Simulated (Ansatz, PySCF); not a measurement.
System: BNH$_{2}$Cl$_{2}$, charge 0, multiplicity 1. SMILES: B(N)(Cl)Cl
Geometry: optimised at B3LYP-D3(BJ)/def2-TZVP (Ansatz, a program for electronic structure).

Property: atomisation energy, in kcal/mol. Terms: spin-orbit terms left out; 6-31G* and kin with 6d, 5d where marked; valence correlation only; LANL2DZ with its own core potentials from Na on; non-relativistic; atomisation electronic, to ground-state atoms; no dispersion term unless named; 6-311+G** with 5d, 6d on Na to Ar in Ansatz; UHF or UKS for open shells. Basis-set limits of correlation are two-point, X^-3; Hartree-Fock from the larger set (for Q and 5 zeta extrapolated as (X+1)exp(-9√X)). Ab initio and DFT rows: single points at B3LYP-D3(BJ) geometries (Ansatz).

Coupled cluster (Ansatz) is a level with limits of its own, used here on species with T1 under 0.025 (0.045 for open shells) and stable references: CCSD(T)/CBS(cc-pV(Q+d)Z,cc-pV(5+d)Z).

Value to compare with, CCSD(T)/CBS(cc-pV(Q+d)Z,cc-pV(5+d)Z) (Ansatz): 525.9 kcal/mol.

```csv
level,program,atomisation energy (kcal/mol),difference
HF/STO-3G,Ansatz,432.9,-93.0
PBE/3-21G,Ansatz,518.2,-7.7
PBE/6-31G*,Ansatz,536.4,10.5
PBE/def2-SVP,Ansatz,546.8,20.9
BP86/def2-SVP,PySCF,545.4,19.5
B3LYP/6-31G*,Ansatz,516.1,-9.8
B3LYP/6-31G**,Ansatz,520.7,-5.2
B3LYP/def2-SVP,Ansatz,526.4,0.5
B3LYP/6-311+G**,Ansatz,517.1,-8.8
PBE0/6-311+G**,Ansatz,526.6,0.7
M06-2X/6-31G* (5d),PySCF,524.2,-1.7
MP2/LANL2DZ,Ansatz,422.2,-103.7
MP2/6-311+G**,Ansatz,507.0,-18.9
wB97X-V/def2-TZVPD,Ansatz,529.1,3.2
```

Among the 13 habitual levels, MP2/LANL2DZ lies farthest from CCSD(T)/CBS(cc-pV(Q+d)Z,cc-pV(5+d)Z) (Ansatz) (-103.7 kcal/mol); 5 of 13 lie above it, and their mean absolute difference is 23.1 kcal/mol, the median 9.8. One case shows no general order.

The levels are drawn from those run, B3LYP/6-31G* more often than the rest, none by its result; left out are runs that failed, that the program found above a lower state of the same kind, or whose <S^2> lies over 0.5 above the pure value.
